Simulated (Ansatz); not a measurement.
Consider the ligand exchange at the Si–O bond: `CO[SiH2][SeH]` + H₂S → `S[SiH2][SeH]` + CH₃OH.

Calculated with Ansatz (gas phase, PBE0-D4/def2-TZVP geometries, no zero-point term in ΔE). CCSD(T)/CBS adds triple-zeta CCSD(T) − MP2 to the extrapolated MP2 energy (def2 sets, frozen cores). This one scheme is used for every species. Functionals use def2-TZVPP. HSE06 is defined as in plane-wave codes. For Se outer-core shells are correlated without core-valence functions, which leaves a few kJ/mol of doubt a bond. Scalar relativity is left out up to krypton. One conformer a species, not always the lowest.

```
             level  ΔE (kJ/mol)  difference from CCSD(T)/CBS
         revPBE-D4         21.7                        -12.7
            B97M-V         35.9                          1.5
           PBE0-D4         24.4                        -10.0
        r2SCANh-D4         32.0                         -2.4
          PBE-QIDH         30.1                         -4.3
            revPBE         20.0                        -14.4
              BLYP         35.7                          1.3
           r2SCANh         31.7                         -2.7
           r2SCAN0         31.7                         -2.7
             HSE06         24.2                        -10.2
           LC-ωPBE         31.2                         -3.2
RPA@PBE/def2-TZVPP         40.6                          6.2
  CCSD(T)/def2-SVP         36.5                          2.1
    MP2/def2-TZVPP         35.7                          1.3
   CCSD/def2-TZVPP         40.0                          5.6
    CCSD/CBS(def2)         36.3                          1.9
       CCSD(T)/CBS         34.4                            0
```

Largest T1 diagnostic among the species: 0.010.

In def2-TZVPP, CCSD(T) changes the Hartree–Fock value by −8.9 kJ/mol (the triples alone add −1.9 kJ/mol) and MP2 by −11.3 kJ/mol. Leaving LDA and LC-ωPBE aside and taking each functional with its dispersion term where it has one, the values, not all of them listed here, spread over 21.1 kJ/mol, from revPBE-D4 to CAM-B3LYP-D4. LDA lies +6.8 kJ/mol from PBE without D4.
